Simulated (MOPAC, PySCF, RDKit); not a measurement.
Dimer: CH3F (SMILES CF) (first 5 atoms) with H4OSi (SMILES O[SiH3]); geometry from B3LYP-D3(BJ)/def2-TZVP, rigid monomers moved along the line of their centres of mass till F2···H8 is 2.20 Å.
(charge 0, multiplicity 1):
```xyz
11

C     -0.52594    -0.43798    -0.35759
F      0.62570     0.27791     0.00515
H     -1.39619     0.16936    -0.11413
H     -0.47573    -0.63352    -1.42743
H     -0.54006    -1.36947     0.20638
O      0.04204     0.88145     3.00027
Si     0.39829    -0.39806     3.97330
H      0.40647     0.87586     2.10618
H     -0.01221    -1.68481     3.35018
H     -0.35915    -0.19721     5.22546
H      1.84826    -0.48875     4.27694
```

Counterpoise-corrected where a basis set is named; no monomer relaxation. Rows marked so take none. RDKit's UFF carries no charges.

Rows in 6-31G* carry no dispersion term and start afresh at each structure (6-31G* with six Cartesian d functions). The state reached by AM1, PM3 isn't checked.

Programs: MOPAC for AM1, PM3 (differences of heats of formation); PySCF for 6-31G* rows; RDKit for the force fields. Values without a source in brackets are computed.

One of these levels gives -8.0 kJ/mol for the interaction energy. Name it.
A. PM3
B. HF/6-31G* (no counterpoise)
C. UFF
D. AM1

D, AM1. The others give 6.2 (UFF), -1.0 (PM3), -20.4 (HF/6-31G* (no counterpoise))
